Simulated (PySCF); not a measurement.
Te(SH)2 (H2S2Te), SMILES S[Te]S. Atoms are numbered in the order given.

```xyz
5

Te     0.0000     0.0000     0.6023
S      1.9103     0.0836    -0.9107
H      2.0367    -1.2542    -1.0877
S     -1.9103    -0.0836    -0.9107
H     -2.0367     1.2542    -1.0877
```
Charge 0, spin multiplicity 1.

The structure is a stationary point at B3LYP-D3(BJ)/def2-SVP. The def2 effective core potentials stand for the cores of Te; spin–orbit coupling is left out. One conformer was computed; it need not be the lowest.

These are TDDFT-LC-ωPBE/def2-SVPD (PySCF) values and carry that method's errors.

Vertical excitations. Isolated molecule, no solvent. State labels are in the subgroup C2.

| state | symmetry | energy (eV) | λ (nm) | f | main pairs |
|---|---|---|---|---|---|
| S1 | B | 3.52 | 352 | 0.002 | HOMO→LUMO 96 % |
| S2 | A | 3.57 | 347 | 0.001 | HOMO→LUMO+1 93 % |
| S3 | B | 4.39 | 282 | 0.006 | HOMO−1→LUMO 66 %, HOMO−2→LUMO+1 25 % |
| S4 | A | 4.51 | 275 | 0.016 | HOMO−2→LUMO 56 %, HOMO−1→LUMO+1 32 % |
| S5 | A | 5.34 | 232 | 0.011 | HOMO−1→LUMO+1 57 %, HOMO−2→LUMO 37 % |
| S6 | B | 6.07 | 204 | 0.178 | HOMO−2→LUMO+1 59 %, HOMO−1→LUMO 17 % |
| S7 | B | 6.37 | 195 | 0.093 | HOMO→LUMO+2 64 %, HOMO→LUMO+3 15 % |
| S8 | B | 6.57 | 189 | 0.039 | HOMO−1→LUMO+2 50 %, HOMO−2→LUMO+4 8 %, HOMO−1→LUMO+6 8 % |
| S9 | A | 6.64 | 187 | 0.021 | HOMO−2→LUMO+2 41 %, HOMO−1→LUMO+4 13 %, HOMO−1→LUMO+9 11 % |
| S10 | B | 6.95 | 178 | 0.097 | HOMO−3→LUMO+1 83 % |
| T1 | B | 2.75 | 451 | 0 | HOMO→LUMO 93 % |
| T2 | A | 2.94 | 421 | 0 | HOMO→LUMO+1 91 % |
| T3 | B | 3.74 | 332 | 0 | HOMO−1→LUMO 71 %, HOMO−2→LUMO+1 18 % |
| T4 | A | 3.87 | 320 | 0 | HOMO−2→LUMO 70 %, HOMO−1→LUMO+1 18 % |
Triplets are in the Tamm–Dancoff approximation, which puts them higher than full response would, so one can lie above its singlet here.
